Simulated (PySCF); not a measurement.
Cadmium: a sound run and one with changed settings

Sound run: Cd(2+) [Kr] 4d10, Cd(3+) [Kr] 4d9. All numbers are calculated (PySCF 2.14, scalar relativity through the core potential, in def2-TZVP with the def2 core potential (28 electrons) (6s4p3d1f, 40 functions)). The sound run starts from symmetry-adapted Hartree-Fock orbitals and uses a fine grid where one is needed.

Changed run: initial guess minao, at most 3 SCF cycles. This setting is unsound on purpose.

| species | method | sound run (hartree) | changed run (hartree) | converged |
| --- | --- | --- | --- | --- |
| Cd(2+) | UHF | -166.04146 | -166.04138 | no |
| Cd(2+) | PBE0 | -166.82259 | -166.82181 | no |
| Cd(2+) | PBE | -166.81303 | -166.78391 | no |
| Cd(3+) | UHF | -164.71797 | -164.71788 | no |
| Cd(3+) | PBE0 | -165.44122 | -165.44136 | no |
| Cd(3+) | PBE | -165.42836 | -165.42739 | no |

The SCF was stopped early; the energies are upper bounds that still move, and correlated levels were skipped or rest on poor orbitals.
